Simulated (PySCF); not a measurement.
Cl₂FH₂NSn, SMILES [NH2][Sn]([F])([Cl])[Cl]. Atoms are numbered in the order given.

```xyz
7

N      2.1682    -0.2355    -0.0205
Sn     0.1562    -0.0952     0.1469
F     -0.5385    -0.8793     1.7802
Cl    -0.4925     2.1459     0.1932
Cl    -0.8749    -1.2459    -1.6019
H      2.6375     0.2325     0.7576
H      2.4700    -1.2119    -0.0329
```
Charge 0, spin multiplicity 1.

Geometry: B3LYP-D3(BJ)/def2-SVP. The structure was generated by enumeration; whether it is a known compound was not checked. The def2 effective core potentials stand for the cores of Sn; spin–orbit coupling is left out. The values are those of a single conformer.

These are B3LYP-D3(BJ)/def2-SVP (PySCF 2.14.0) values and carry that method's errors.

Frequencies are harmonic and unscaled.

Computed harmonic wavenumbers and intensities:
```
mode  ν (cm⁻¹)  IR (km/mol)  moving atoms (share of kinetic energy)
----  --------  -----------  --------------------------------------
1           35         23.3                           H 80 %, F 8 %
2          100          1.6                         Cl 76 %, Sn 9 %
3          140          3.5        Cl 34 %, Sn 27 %, N 23 %, F 10 %
4          148          9.3         N 39 %, H 27 %, Cl 19 %, F 14 %
5          160         22.1        F 48 %, N 16 %, Cl 16 %, Sn 15 %
6          164         32.1         F 47 %, N 20 %, Sn 16 %, Cl 9 %
7          371         21.0                        Cl 84 %, Sn 13 %
8          398         63.8                        Cl 71 %, Sn 29 %
9          537         89.6                          N 64 %, H 29 %
10         631         85.6                         F 84 %, Sn 14 %
11         665         44.3                          H 60 %, N 32 %
12         881         27.9                           H 91 %, N 9 %
13        1523         11.5                           H 92 %, N 8 %
14        3489         30.7                                  H 96 %
15        3590         29.6                           H 91 %, N 9 %
```
